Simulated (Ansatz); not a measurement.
Consider the formal loss of a carbene: `CC(=O)OC(C)(C)C` → `CC(C)(C)OC=O` + `[CH2]` (triplet).

Calculated with Ansatz (gas phase, PBE0-D4/def2-TZVP geometries, no zero-point term in ΔE). CBS: MP2 limit from def2 TZ/QZ plus the TZ coupled-cluster correction, frozen cores. This one scheme is used for every species. Functionals use def2-TZVPP. Triplets are unrestricted, without spin–orbit coupling. Each species was taken in one conformer, which may not be the lowest.

`CC(=O)OC(C)(C)C`:

```xyz
20

C     0.925   -2.551    1.206
C     0.815   -1.068    1.003
O     1.404   -0.247    1.656
O    -0.027   -0.800    0.001
C    -0.319    0.571   -0.402
C    -0.971    1.328    0.743
C    -1.301    0.386   -1.544
C     0.946    1.254   -0.893
H     1.625   -2.757    2.011
H    -0.055   -2.966    1.447
H     1.261   -3.029    0.284
H    -1.846    0.784    1.107
H    -0.276    1.477    1.567
H    -1.305    2.304    0.384
H    -1.600    1.358   -1.940
H    -2.194   -0.140   -1.202
H    -0.847   -0.193   -2.351
H     0.689    2.228   -1.315
H     1.418    0.659   -1.679
H     1.658    1.401   -0.083
```

`CC(C)(C)OC=O`:

Z-matrix (Å, degrees):
```
C
C 1 1.517
H 1 1.092 2 110.6
H 1 1.092 2 109.9 3 119.9
H 1 1.092 2 110.6 3 -120.3
C 2 1.519 1 110.7 3 177.5
C 2 1.519 1 110.7 3 -57.3
O 2 1.464 1 102.9 3 60.1
H 6 1.092 2 109.2 1 59.4
H 6 1.092 2 110.4 1 -59.2
H 6 1.089 2 111.5 1 179.5
H 7 1.088 2 111.5 1 -179.5
H 7 1.092 2 109.2 1 -59.4
H 7 1.092 2 110.4 1 59.2
C 8 1.325 2 121.3 1 180.0
O 15 1.198 8 127.9 2 0.0
H 15 1.102 8 108.3 2 -180.0
```

`[CH2]` (triplet):

Z-matrix (Å, degrees):
```
C
H 1 1.079
H 1 1.079 2 134.9
```

CCSD(T)/CBS gives +463.1 kJ/mol.

Problem. Another level gave +440.0 kJ/mol. Which?
A. revPBE/def2-TZVPP
B. r2SCAN0-D4/def2-TZVPP
C. PBE-QIDH/def2-TZVPP
D. B97M-V/def2-TZVPP

Solution. B. r2SCAN0-D4 440.0, revPBE 434.0, PBE-QIDH 460.4, B97M-V 466.3 kJ/mol.

Largest T1 diagnostic among the species: 0.013.

In def2-TZVPP, CCSD(T) changes the Hartree–Fock value by +132.2 kJ/mol (the triples alone add +10.7 kJ/mol) and MP2 by +144.2 kJ/mol. The D4 term adds +10.3 kJ/mol with B3LYP and +5.9 kJ/mol with PBE0; it sums over pairs of atoms, weighted by their polarisabilities, and B3LYP, whose exchange is more repulsive, gets the larger term.

CCSD(T)/CBS has its own doubt, a few kJ/mol and more with outer-core shells, so smaller differences from it don't rank the levels.

B3LYP here is the variant with VWN-RPA as its local correlation; programs differ in this.
